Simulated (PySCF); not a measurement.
Compound: C4H11AlSSi.
Geometry (PBE0-D3(BJ)/def2-SVP, Å), atoms numbered from 1 in this order:
```xyz
18
C4H11AlSSi angstrom
Si     2.6055   -0.0768   -0.5455
S      1.8188   -1.3683    0.9354
C      0.1032   -0.6988    0.8331
C     -0.7248   -1.2335   -0.3475
C     -1.8508   -0.2462   -0.6932
C     -1.2936    1.1732   -0.9305
Al     0.0259    1.2777    0.5333
H      4.0600    0.1935   -0.3713
H      1.8663    1.2533   -0.3602
H      2.3280   -0.4481   -1.9644
H     -0.3524   -0.9958    1.7931
H     -1.1263   -2.2427   -0.1528
H     -0.0704   -1.3338   -1.2324
H     -2.4205   -0.6227   -1.5609
H     -2.5713   -0.2243    0.1461
H     -2.0887    1.9351   -0.9451
H     -0.8007    1.2232   -1.9192
H      0.4924    2.4456    1.5069
```

Linear response at B3LYP/def2-SVPD (PySCF, frozen core in the response, non-relativistic).

Static isotropic polarisability: 121.27 au (17.97 Å³), principal values 108.8, 117.5, 137.6 au.

Task: What is the polarisability at 1064 nm and at the sodium D line?

Result: 122.61 au at 1064 nm (+1.1 %), 125.81 au at 589.3 nm (+3.7 %). The rise at 589.3 nm is 3.39 times that at 1064 nm; a pure ω² law gives 3.26. The lowest singlet lies at 307 nm, shorter than both wavelengths.

Task: What is the isotropic C6 coefficient between two such molecules, C6 = (3/π)∫α(iω)² dω?

Result: 5157 au (Eh·bohr⁶) by a ten-point quadrature over imaginary frequencies, which is 3080 eV·Å⁶ or 297 J·nm⁶/mol.

Task: Which effective excitation energy ω̄ makes London's formula C6 = (3/4)α²ω̄ exact here?

Result: ω̄ = 4·C6/(3α²) = 0.467 Eh = 12.7 eV. A one-pole form α(ω) = α/(1 − ω²/ω̄²) fitted to the 1064 nm value gives 11.2 eV.

Task: How many electrons N does the Slater–Kirkwood formula C6 = (3/4)·√N·α^(3/2) need to give this C6?

Result: N = (4·C6/3)²/α³ = 26.5; the species has 78 electrons in all.

Task: What molar refraction at the D line follows from R = (4π/3)·N_A·α′, with α′ the polarisability volume?

Result: α′ = 18.64 Å³ gives R = 47.03 cm³/mol, for isolated, non-vibrating species.

Task: What n − 1 at the D line would an ideal gas of it have at 273.15 K and 1 atm (2.6868 × 10¹⁹ cm⁻³), by n − 1 = 2π·N·α′?

Result: 31.47 × 10⁻⁴, a formal value whether or not that pressure can be reached.

Task: The lowest 6 singlets have (eV, f): 4.04, 0.002; 4.77, 0.003; 5.13, 0.003; 5.39, 0.006; 5.47, 0.009; 5.67, 0.003. What share of the static polarisability do they carry in the sum over states α = Σ f/ω²?

Result: 0.70 au, 0.6 % of α; the largest term, 0.23 au, is that of the state at 5.47 eV. Their oscillator strengths add up to 0.03. Higher states carry the rest.

Task: What does −C6/R⁶ come to at R = 12 Å between centres?

Result: -100 J/mol. This is the leading, orientation-averaged term; C8 and higher terms are left out.

Task: What three-body coefficient follows from the one-pole estimate C9 = (3/4)·α·C6?

Result: 469000 au. This is an estimate from the two numbers above, not a computed integral.

Rough CPU time on one thread of a shared machine: about 2.2 min. This is the whole response run at B3LYP/def2-SVPD, SCF included.

One conformer stands for the species.
